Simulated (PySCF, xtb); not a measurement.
NSi, SMILES N#[Si], multiplicity 2.

Harmonic wavenumbers (cm⁻¹) from xtb with GFN2-xTB at its own minimum, in rising order: 1492.

What does PBE0-D3(BJ)/def2-TZVPD (PySCF) give at its own minimum? (The exact figures need the calculation; the answer reports its results.)

1197. Paired by order, the mean absolute difference is 295 cm⁻¹ and the zero-point energies are 2.1 and 1.7 kcal/mol.
